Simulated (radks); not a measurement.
Results of a calculation; reference values are marked as such.
Problem. All-electron atom: Tm X in [Kr] 4d10 4f11 5s2 5p1. Level of theory: scalar-relativistic Kohn-Sham, LDA (Slater exchange, VWN5 correlation), spin-polarised, spherical densities, finite nucleus; open shells are filled with parallel spins first (spin-orbit coupling, left out, can overturn this in heavy ions); Fermi nuclear charge, rms radius 5.2256 fm (a radial shooting solver on a logarithmic mesh with Libxc functionals). Some entries of the table are withheld. Estimate them.

orbital,occ.,eigenvalue (eV),<r^2> (bohr^2)
1s up,1,-59379.24,0.0005493
1s down,1,-59379.12,0.0005493
2s up,1,-10148.29,0.008526
2s down,1,-10148.15,0.008526
2p up,3,-8983.970,0.006948
2p down,3,-8983.822,0.006948
3s up,1,-2399.874,0.05592
3s down,1,-2398.234,0.05588
3p up,3,-2047.130,0.05633
3p down,3,-2045.489,0.05629
3d up,5,-1610.112,0.04691
3d down,5,-1608.817,0.04685
4s up,1,-595.4767,0.2789
4s down,1,-592.3028,0.2790
4p up,3,-479.1298,0.3156
4p down,3,-476.0019,0.3157
4d up,5,-324.2741,0.3712
4d down,5,-321.1723,0.3714
5s up,1,-190.6066,1.376
5s down,1,-187.8323,1.384
5p up,1,-157.7747,1.686
5p down,0,-155.1780,1.702
4f up,7,(1),0.5469
4f down,4,(2),0.5504
5d up,0,-114.4017,2.385
5d down,0,-112.2278,2.430
6s up,0,(3),4.840
6s down,0,(4),4.923

Solution. 
(1) 4f up eigenvalue (eV): -152.5932
(2) 4f down eigenvalue (eV): -149.4471
(3) 6s up eigenvalue (eV): -92.1304
(4) 6s down eigenvalue (eV): -91.0696
